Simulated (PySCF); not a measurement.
How methods differ on the ionisation energy of C²⁺

C²⁺ [He] 2s2 (1S) → C³⁺ [He] 2s1 (2S), as a difference of total energies. All numbers are calculated (PySCF 2.14, scalar relativity by spin-free X2C-1e, in aug-cc-pVQZ-DK). Correlated levels: valence: 1s2 frozen. The calculations carry no spin-orbit coupling.

| method | ionisation energy (eV) | error (eV) |
| --- | --- | --- |
| UHF | 45.798 | -2.090 |
| LDA | 46.963 | -0.925 |
| PBE | 47.119 | -0.769 |
| PBE0 | 47.057 | -0.831 |
| r2SCAN | 46.633 | -1.255 |
| BP86 | 47.196 | -0.692 |
| r2SCANh | 46.663 | -1.225 |
| PW91 | 47.209 | -0.679 |
| M06-L | 46.875 | -1.013 |
| MP2 (valence) | 47.041 | -0.847 |
| SCS-MP2 (valence) | 47.290 | -0.598 |

Reference: 47.888 eV (measured; NIST Atomic Spectra Database, ionization energies).

Errors of the correlated levels include the incompleteness of this basis and the frozen core.

MP2 underrates the near-degeneracy of ns² with np² in the lower species.
